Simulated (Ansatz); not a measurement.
Ansatz results at the PBE0-D4/def2-TZVP geometry: size of the dipole moment (B3LYP/def2-TZVPP) 6.49 D; size of the dipole moment (PBE/def2-TZVPP) 6.34 D; LUMO energy (PBE0/def2-TZVPP) -1.95 eV.

Each molecule was computed in one conformer, which needn't be the lowest.

(1) Which molecule gave them?
A. `C#[C][SnH3]`
B. `O[Si](O)(O)[O][Sn]([F])([F])[O][Si](O)(O)O`
C. `C[O][SnH]([OH])[OH]`
D. `C=C[CH2][SnH2][F]`

Answers

(1) B. The others give `C=C[CH2][SnH2][F]`: 2.84, 2.68, -0.68; `C[O][SnH]([OH])[OH]`: 1.22, 1.18, -0.85; `C#[C][SnH3]`: 0.27, 0.26, 0.16.

B3LYP here is the variant with VWN-RPA as its local correlation; programs differ in this.
